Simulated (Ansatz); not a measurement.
The inner images of a band of Cl$_{2}$F$_{2}$H$_{4}$OSiTi (11 atoms, charge 0, multiplicity 1) are given out of order.

These are results of RKS PBE/def2-SVP (Ansatz), not measurements.

First end point:

```xyz
11
Properties=species:S:1:pos:R:3
Ti 0.069 0.001 0.046
Cl -0.421 0.567 2.175
F 1.763 -0.123 -0.332
F -0.276 1.557 -0.654
Cl -1.246 -1.224 -1.289
O 0.367 -1.984 1.102
Si 0.117 -3.615 0.592
H 0.813 -3.756 -0.720
H 0.756 -4.471 1.647
H -1.343 -3.937 0.498
H 0.257 -1.792 2.055
```

Last end point:

```xyz
11
Properties=species:S:1:pos:R:3
Ti -0.036 -0.384 -0.410
Cl 0.916 0.107 2.967
F 1.515 0.400 -0.551
F -1.257 0.705 0.195
Cl -0.647 -1.083 -2.406
O 0.073 -1.864 0.603
Si -0.053 -3.568 0.597
H 1.093 -4.138 -0.186
H 0.011 -4.018 2.027
H -1.364 -3.956 -0.021
H 0.604 -0.977 2.305
```

**Question.** Put them in order from the first end to the last, with their energies above the first end.
A.
```xyz
11
Properties=species:S:1:pos:R:3
Ti 0.131 -0.038 0.072
Cl 0.181 0.503 2.306
F 1.718 0.404 -0.465
F -0.915 1.282 -0.357
Cl -0.598 -1.422 -1.583
O 0.277 -1.963 1.044
Si -0.034 -3.612 0.574
H 0.920 -4.004 -0.504
H 0.258 -4.369 1.839
H -1.467 -3.793 0.192
H 0.385 -1.764 2.002
```
B.
```xyz
11
Properties=species:S:1:pos:R:3
Ti 0.047 -0.372 -0.257
Cl 0.792 0.215 2.715
F 1.590 0.407 -0.493
F -1.226 0.755 0.134
Cl -0.484 -1.238 -2.210
O 0.081 -1.876 0.770
Si -0.084 -3.568 0.583
H 0.994 -4.063 -0.334
H 0.071 -4.181 1.945
H -1.444 -3.866 0.027
H 0.519 -0.990 2.239
```
C.
```xyz
11
Properties=species:S:1:pos:R:3
Ti 0.167 -0.111 0.009
Cl 0.713 0.330 2.307
F 1.618 0.611 -0.606
F -1.189 0.967 -0.026
Cl -0.350 -1.370 -1.806
O 0.095 -1.923 0.995
Si -0.103 -3.607 0.626
H 0.993 -4.040 -0.292
H 0.024 -4.267 1.967
H -1.460 -3.821 0.043
H 0.347 -1.545 1.902
```
D.
```xyz
11
Properties=species:S:1:pos:R:3
Ti 0.094 -0.020 0.061
Cl -0.095 0.486 2.280
F 1.745 0.245 -0.398
F -0.719 1.424 -0.471
Cl -0.837 -1.369 -1.498
O 0.378 -1.977 1.031
Si 0.018 -3.616 0.586
H 0.878 -3.984 -0.577
H 0.403 -4.402 1.807
H -1.440 -3.794 0.310
H 0.431 -1.770 1.990
```
E.
```xyz
11
Properties=species:S:1:pos:R:3
Ti 0.113 -0.260 -0.107
Cl 0.735 0.168 2.474
F 1.611 0.509 -0.538
F -1.196 0.869 0.059
Cl -0.405 -1.309 -1.991
O 0.091 -1.890 0.921
Si -0.094 -3.572 0.627
H 0.990 -4.035 -0.299
H 0.039 -4.237 1.965
H -1.450 -3.824 0.042
H 0.421 -1.195 1.967
```
F.
```xyz
11
Properties=species:S:1:pos:R:3
Ti 0.174 -0.053 0.066
Cl 0.479 0.496 2.288
F 1.665 0.563 -0.567
F -1.069 1.122 -0.230
Cl -0.390 -1.460 -1.643
O 0.176 -1.947 1.054
Si -0.088 -3.607 0.581
H 0.953 -4.020 -0.406
H 0.105 -4.336 1.881
H -1.485 -3.793 0.089
H 0.336 -1.741 2.006
```
G.
```xyz
11
Properties=species:S:1:pos:R:3
Ti 0.070 0.000 0.048
Cl -0.347 0.483 2.223
F 1.761 0.083 -0.343
F -0.491 1.525 -0.574
Cl -1.064 -1.299 -1.390
O 0.441 -1.986 1.037
Si 0.068 -3.617 0.596
H 0.822 -3.923 -0.656
H 0.569 -4.445 1.745
H -1.407 -3.816 0.437
H 0.432 -1.782 1.996
```

**Answer.** G (+1.1 kJ/mol), D (+4.2 kJ/mol), A (+6.5 kJ/mol), F (+7.4 kJ/mol), C (+16.3 kJ/mol), E (+48.3 kJ/mol), B (+30.8 kJ/mol).

The run took 3.6 min on 4 threads of Intel(R) Xeon(R) Platinum 8488C (Sapphire Rapids), with other jobs on the host, peak memory 0.27 GiB.
